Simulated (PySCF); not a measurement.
CuF was optimised in PySCF in the def2-TZVP basis family (density fitting, no spin–orbit coupling) with several functionals.

One of them gave a singlet of C∞v symmetry with a mean bond of 1.771 Å to Cu, wavenumbers 587 cm⁻¹ and a HOMO–LUMO gap of 3.91 eV.

Task: Which level of theory was it?
A. PBE
B. B3LYP
C. PBE0

Result: B. That is B3LYP, with Cu–F 1.771 Å. The others give PBE 1.762 Å and 592 cm⁻¹ for the highest mode; PBE0 1.765 Å and 594 cm⁻¹ for the highest mode.

Each species is the lowest minimum found with this bonding; other isomers or fragments can lie lower.
